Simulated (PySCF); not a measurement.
**A search over the determinants of CsO**

Unrestricted PBE0; basis Cs def2-TZVP with ECP46, O def2-TZVP; scalar-relativistic core potentials; PySCF 2.14. Outer shells of the fragments: Cs 6s1; O 2s2 2p4.

Followed along the bond (rough minima from three points):

```json
{"2Ms+1": "2", "unpaired": "π ↑", "⟨S²⟩ at the start": "0.76", "R at minimum (Å)": "2.53", "Te (eV)": "0.00"}
{"2Ms+1": "4", "unpaired": "σ ↑, π ↑↑", "⟨S²⟩ at the start": "3.75", "R at minimum (Å)": "none in the scan", "Te (eV)": "≤ 2.88"}
```

Solutions found at the starting distance of 2.805 Å, counted from the lowest of them; the search is not exhaustive and high or unbound solutions are not listed, so other states can lie among these:

```json
{"2Ms+1": "2", "unpaired": "π ↑", "term": "²Π", "E (eV)": "0.00", "⟨S²⟩": "0.76", "⟨Lz²⟩": "1.01", "μ (D)": "-9.85"}
{"2Ms+1": "4", "unpaired": "σ ↑, π ↑↑", "term": "⁴Σ⁻", "E (eV)": "2.86", "⟨S²⟩": "3.75", "⟨Lz²⟩": "0.00", "μ (D)": "0.89"}
{"2Ms+1": "4", "unpaired": "σ ↑↑, π ↑", "term": "⁴Π", "E (eV)": "2.89", "⟨S²⟩": "3.75", "⟨Lz²⟩": "1.01", "μ (D)": "1.18"}
{"2Ms+1": "2", "unpaired": "σ ↓, π ↑↑", "term": "mixed", "E (eV)": "2.89", "⟨S²⟩": "1.75", "⟨Lz²⟩": "0.00", "μ (D)": "1.25"}
{"2Ms+1": "2", "unpaired": "σ ↑, π ↑↓", "term": "mixed", "E (eV)": "3.63", "⟨S²⟩": "1.75", "⟨Lz²⟩": "2.01", "μ (D)": "1.06"}
{"2Ms+1": "4", "unpaired": "π ↑↑↑", "term": "⁴Π", "E (eV)": "4.02", "⟨S²⟩": "3.75", "⟨Lz²⟩": "1.00", "μ (D)": "0.05"}
{"2Ms+1": "4", "unpaired": "σ ↑, π ↑↑", "term": "mixed", "E (eV)": "4.07", "⟨S²⟩": "3.75", "⟨Lz²⟩": "2.01", "μ (D)": "1.28"}
{"2Ms+1": "4", "unpaired": "σ ↑, π ↑↑", "term": "mixed", "E (eV)": "4.09", "⟨S²⟩": "3.75", "⟨Lz²⟩": "2.01", "μ (D)": "2.53"}
{"2Ms+1": "2", "unpaired": "σ ↑, π ↑↓", "term": "mixed", "E (eV)": "4.09", "⟨S²⟩": "1.75", "⟨Lz²⟩": "2.01", "μ (D)": "2.76"}
{"2Ms+1": "4", "unpaired": "π ↑↑, δ ↑", "term": "⁴Δ", "E (eV)": "4.32", "⟨S²⟩": "3.75", "⟨Lz²⟩": "4.00", "μ (D)": "0.49"}
```

A term symbol is given only where ⟨S²⟩ and ⟨Lz²⟩ are close to those of a pure state; real π, δ and φ orbitals otherwise mix terms. A positive dipole means Cs(−)O(+).

Spin–orbit coupling is left out. Counting both spins, an empty level lies below a filled one in some of these solutions, because spin and occupation are held.
